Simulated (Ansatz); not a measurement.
**Which isomer of F2H3SbSi gives these data?**

These gas-phase data were calculated for one isomer of F2H3SbSi at PBE0-D4/def2-SVP (harmonic, unscaled wavenumbers; equilibrium rotational constants with average atomic masses):

| Property | Result |
| --- | --- |
| rotational constants | 5.857, 1.508, 1.235 GHz |
| all wavenumbers above 1500 cm⁻¹ | 2262, 2243, 1937 |

Candidates:

(1) `F[SiH2][SbH][F]`, a singlet
(2) `[F][Sb]([F])[SiH3]`, a singlet
(3) `F[SiH](F)[SbH2]`, a singlet

**Question.** Which candidate do the data belong to?

**Answer.** Candidate (1). 2 modes lie between 2000 and 2380 cm⁻¹, one for each Si–H bond, while (2) has 3, (3) has 1.

The same quantities for all candidates:

```
     rotational constants (GHz)  wavenumbers above 1500 cm⁻¹  E above the lowest, PBE0-D4/def2-SVP (kcal/mol)
(1)         5.857, 1.508, 1.235             2262, 2243, 1937                                             32.7
(2)         3.806, 2.115, 1.867             2261, 2237, 2222                                             47.7
(3)         6.181, 1.308, 1.151             2265, 1965, 1958                                              0.0
```

Each candidate is one conformer. Atoms past krypton carry core potentials. Programs: Ansatz 0.2.0.
